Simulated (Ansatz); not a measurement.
Total energies of C3FGeN3, SMILES `N#[C][Ge]([F])([C]#N)[C]#N`.

```xyz
8

N     1.043    2.024    1.871
C     0.509    1.308    1.147
Ge   -0.352    0.117   -0.049
F    -1.956    0.649   -0.273
C    -0.401   -1.634    0.674
N    -0.417   -2.697    1.113
C     0.517    0.118   -1.733
N     1.056    0.115   -2.750
```

Total charge 0; spin multiplicity 1. Correlated methods include outer-core shells of Ge, which these sets cover unevenly. Scalar relativity is left out up to krypton. All single points use the PBE0-D4/def2-TZVP geometry. Basis def2-TZVPP, the Gaussian-basis code of Ansatz.

RPA on PBE orbitals: Hartree–Fock energy of these orbitals -2451.82550 Eh, correlation -2.21587 Eh (frozen core).

```tsv
functional	energy without D4 (Eh)	D4 term (kJ/mol)
LDA (SPW92)	-2449.39703	–
BLYP	-2455.55348	-47.5
PBE0	-2454.85891	-19.2
B3LYP	-2455.59296	-35.9
r2SCANh	-2455.30998	-6.2
r2SCAN0	-2455.26056	-6.8
HSE06 (plane-wave form)	-2454.84217	-18.0
CAM-B3LYP	-2455.52056	-19.8
ωB97X-V	-2455.24190	–
ωB97M-V	-2455.35633	–
```

(1) Give the same for PBE, revPBE, r2SCAN, B97M-V, BHLYP, LC-ωPBE, B2PLYP, PBE-QIDH. (An estimate is asked.)

B3LYP takes the VWN-RPA correlation (the form of Gaussian; ORCA's B3LYP/G). HSE06 is the plane-wave form, built on full-range PBE exchange. The double hybrids freeze the cores in their second-order part.

Results:

(1) Ansatz gave: 
```
functional  energy without D4 (Eh)  D4 term (kJ/mol)
       PBE             -2454.81652             -22.3
    revPBE             -2455.28347             -59.7
    r2SCAN             -2455.34446              -5.8
    B97M-V             -2455.10596                 –
     BHLYP             -2455.33275             -29.2
   LC-ωPBE             -2455.00050                 –
    B2PLYP             -2454.94083                 –
  PBE-QIDH             -2454.48305                 –
```

LC-ωPBE has ω = 0.4 bohr⁻¹.
